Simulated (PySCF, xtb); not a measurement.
ClH2NPb, SMILES [NH2][Pb][Cl] (connectivity only; charge and spin as stated), neutral, multiplicity 1.

GFN2-xTB run with xtb 6.7.1 at its own geometry gives an orbital gap of 2.98 eV and a dipole moment of 6.06 D.

Geometry: PBE-D3(BJ)/def2-TZVP. The def2 effective core potentials stand for the cores of Pb; spin–orbit coupling is left out. Other conformers were not sampled.

Question: What does PySCF with M06-2X/def2-TZVPD give? (Estimate from the structure and the level; the computed values follow.)

Answer: gap 6.95 eV (levels -8.49 and -1.54 eV), dipole 4.46 D.
